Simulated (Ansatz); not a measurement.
A structure relaxed at r2SCAN-D4/def2-SVP in Ansatz, charge 0, singlet:

```tsv
atom	x (Å)	y (Å)	z (Å)
In1	-0.8448	-1.1543	-2.2439
O2	-0.3294	-0.9915	0.0546
C3	0.1221	-0.0200	0.6579
C4	0.4131	-0.1176	2.1236
C5	0.3965	1.2756	-0.0452
H6	1.4780	0.1080	2.3026
H7	-0.1604	0.6516	2.6676
H8	0.1671	-1.1168	2.5035
H9	-0.5278	1.6127	-0.5443
H10	1.1228	1.0901	-0.8551
H11	0.7739	2.0602	0.6235
H12	0.7814	-0.8042	-2.7733
H13	-1.9634	0.1866	-2.2492
H14	-1.4292	-2.7804	-2.2223
```

Question: Give its formula, name or SMILES.

Answer: In(OCMe2)H3 (C₃H₉InO).

Question: Summarise the bond lengths by kind (pairs closer than 1.2 times the sum of covalent radii, bridged metal pairs left out).

Answer: 2 × C–C 1.50 Å; 1 × In–O 2.36 Å; 1 × C–O 1.23 Å; 6 × C–H 1.10 Å; 3 × H–In 1.73 to 1.75 Å.

In the def2 sets In takes a core potential; there is no spin–orbit coupling.
